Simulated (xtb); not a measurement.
F₂Mg, charge -1, doublet, geometry from GFN2-xTB (such geometries of metal compounds can be far from the true shape) (a state made from the parent by changing its charge; the spin is typed, not shown lowest); xtb with GFN1-xTB.

Here is a job for xtb.
```
$ xtb mol.xyz --gfn 1 --chrg -1 --uhf 1 --acc 1000 --json

# file mol.xyz
3

Mg     0.00000000     0.00000000     0.00000000
F      0.00000000     0.00000000     1.79816197
F     -0.00000000    -0.00000000    -1.79816197
```

Output, abridged:

```
   ID    Z sym.   atoms
    1   12 Mg     1
    2    9 F      2, 3

           -------------------------------------------------
          |                Calculation Setup                |
           -------------------------------------------------

           -------------------------------------------------
          |                 G F N 1 - x T B                 |
           -------------------------------------------------

          ...................................................
          :                      SETUP                      :
          :.................................................:
          :  # basis functions                  12          :
          :  # atomic orbitals                  12          :
          :  # shells                            6          :
          :  # electrons                        17          :
          :  # halogen bonds                     0          :
          :  max. iterations                   250          :
          :  Hamiltonian                  GFN1-xTB          :
          :  restarted?                      false          :
          :  GBSA solvation                  false          :
          :  PC potential                    false          :
          :  electronic temp.          300.0000000     K    :
          :  accuracy                 1000.0000000          :
          :  -> integral cutoff          0.2000000E+02      :
          :  -> integral neglect         0.1000000E-04      :
          :  -> SCF convergence          0.1000000E-02 Eh   :
          :  -> wf. convergence          0.2000000E-01 e    :
          :  Broyden damping             0.4000000          :
          :  net charge                         -1          :
          :  unpaired electrons                  1          :
          ...................................................

 iter      E             dE          RMSdq      gap      omega  full diag
   1    -11.1451921 -0.111452E+02  0.611E+00    4.87       0.0  T
   2    -11.2619385 -0.116746E+00  0.319E+00    6.00       1.0  T
   3    -11.2631901 -0.125161E-02  0.203E+00    5.95       1.0  T
   4    -11.2632161 -0.260706E-04  0.263E-01    5.89       1.0  T
   5    -11.2633662 -0.150088E-03  0.466E-02    5.91       1.2  T
   6    -11.2633709 -0.468955E-05  0.692E-03    5.91       8.3  T

   *** convergence criteria satisfied after 6 iterations ***

         :::::::::::::::::::::::::::::::::::::::::::::::::::::
         ::                     SUMMARY                     ::
         :::::::::::::::::::::::::::::::::::::::::::::::::::::
         :: total energy             -11.257441266932 Eh    ::
         :: gradient norm              0.040137559286 Eh/a0 ::
         :: HOMO-LUMO gap              5.914780549602 eV    ::
         ::.................................................::
         :: SCC energy               -11.263370912624 Eh    ::
         :: -> electrostatic           0.264684185271 Eh    ::
         :: repulsion energy           0.006208784438 Eh    ::
         :: dispersion energy         -0.000279138746 Eh    ::
         :: halogen bond corr.         0.000000000000 Eh    ::
         :: add. restraining           0.000000000000 Eh    ::
         :: total charge              -1.000000000000 e     ::
         :::::::::::::::::::::::::::::::::::::::::::::::::::::

           -------------------------------------------------
          |                Property Printout                |
           -------------------------------------------------

    * Orbital Energies and Occupations

         #    Occupation            Energy/Eh            Energy/eV
      -------------------------------------------------------------
         1        2.0000           -0.5020192             -13.6606
         2        2.0000           -0.4748929             -12.9225
         3        2.0000           -0.2258414              -6.1455
         4        2.0000           -0.2188152              -5.9543
         5        2.0000           -0.2188152              -5.9543
         6        2.0000           -0.2109721              -5.7408
         7        2.0000           -0.2103374              -5.7236
         8        2.0000           -0.2103374              -5.7236
         9        1.0000           -0.0841499              -2.2898 (HOMO)
        10                          0.1332143               3.6249 (LUMO)
        11                          0.1332143               3.6249
        12                          0.3970893              10.8054
      -------------------------------------------------------------
                  HL-Gap            0.2173642 Eh            5.9148 eV
             Fermi-level           -0.0613557 Eh           -1.6696 eV

  Mulliken/CM5 charges         n(s)   n(p)   n(d)
     1Mg    0.36221  0.56949   1.198  0.439  0.000
     2F    -0.68111 -0.78474   1.876  5.805  0.000
     3F    -0.68111 -0.78474   1.876  5.805  0.000

Wiberg/Mayer (AO) data.
largest (>0.10) Wiberg bond orders for each atom

 ---------------------------------------------------------------------------
     #   Z sym  total        # sym  WBO       # sym  WBO       # sym  WBO
 ---------------------------------------------------------------------------
     1  12 Mg   1.121 --     2 F    0.560     3 F    0.560
     2   9 F    0.593 --     1 Mg   0.560
     3   9 F    0.593 --     1 Mg   0.560
 ---------------------------------------------------------------------------

Topologies differ in total number of bonds
Writing topology from bond orders to xtbtopo.mol

 dipole moment from electron density (au)
     X       Y       Z
  -0.0000   0.0000  -0.0000  total (Debye):    0.000

           -------------------------------------------------
          | TOTAL ENERGY              -11.257441266932 Eh   |
          | GRADIENT NORM               0.040137559286 Eh/α |
          | HOMO-LUMO GAP               5.914780549602 eV   |
           -------------------------------------------------

normal termination of xtb
```
